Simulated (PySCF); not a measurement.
O+: excitation energy

O+ [He] 2s2 2p3 (4S) → O+ [He] 2s1 2p3 3s1 (6S), as a difference of total energies. All numbers are calculated (PySCF 2.14, the non-relativistic Hamiltonian (point nucleus), in dyall-acv3z (15s9p4d2f, 76 functions)). Correlated levels: valence: 1s2 frozen; valence and next inner shell: nothing frozen; virtual orbitals above 40 to 60 times the deepest correlated orbital energy dropped. The calculations carry no spin-orbit coupling.

| method | excitation energy (eV) |
| --- | --- |
| UHF | 28.096 |
| LDA | 30.441 |
| PBE | 30.305 |
| PBE0 | 30.228 |
| r2SCAN | 29.852 |
| CAM-B3LYP | 31.200 |
| B97-3 | 30.922 |
| MN15 | 30.492 |
| M06 | 30.803 |
| MP2 (valence) | 29.954 |
| SCS-MP2 (valence and next inner shell) | 30.449 |

Q: Estimate what MP2 (valence and next inner shell) gives.

A: 29.989 eV, closest to MP2 (valence) among the rows shown.

Q: Estimate what SCS-MP2 (valence) gives.

A: 30.423 eV, closest to LDA among the rows shown.

The promoted electron is Rydberg-like, and one or two diffuse shells describe it only roughly, which tends to raise the upper state.
